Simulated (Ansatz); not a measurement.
AlCl$_{4}$ (SMILES [Cl][Al-]([Cl])([Cl])[Cl]), charge -1, singlet (typed; the unrestricted solution is spin-contaminated), at a GFN2-xTB geometry (such geometries of metal compounds can be far from the true shape) (a gas-phase anion, which may not be bound at this level), with bond 4-2 at 2.2 times its length.

Here is a job for Ansatz (an electronic-structure program).
Ansatz 0.2 input:
```yaml
crystal:
  periodic: [false, false, false]
  atoms:
    - {symbol: Cl, position_ang: [-1.65839443, -0.37089430, -1.25730454]}
    - {symbol: Al, position_ang: [0.00000000, 0.00000000, 0.00000000]}
    - {symbol: Cl, position_ang: [0.00812152, 2.03452580, 0.57383638]}
    - {symbol: Cl, position_ang: [3.92899582, -0.98148673, -2.28646860]}
    - {symbol: Cl, position_ang: [-0.13563427, -1.21750117, 1.72277208]}
basis:
  gaussian:
    orbitals: 6-31G
hamiltonian:
  xc: b3lyp
total_charge: -1
scf: {lower_state_search: standard}
magnetization: {spin_polarized: true}
```

Task: What is the computed total energy (B3LYP/6-31G run with Ansatz)?

Result: -2083.4070 Eh

Task: What is the computed number of basis functions (B3LYP/6-31G)?

Result: 65

Task: What <S^2> does B3LYP/6-31G give?

Result: 0.145

A gas-phase anion may not be bound at this level; its values then depend on the basis.

Task: Roughly what does it cost on one core?

Result: roughly 29 core-seconds.
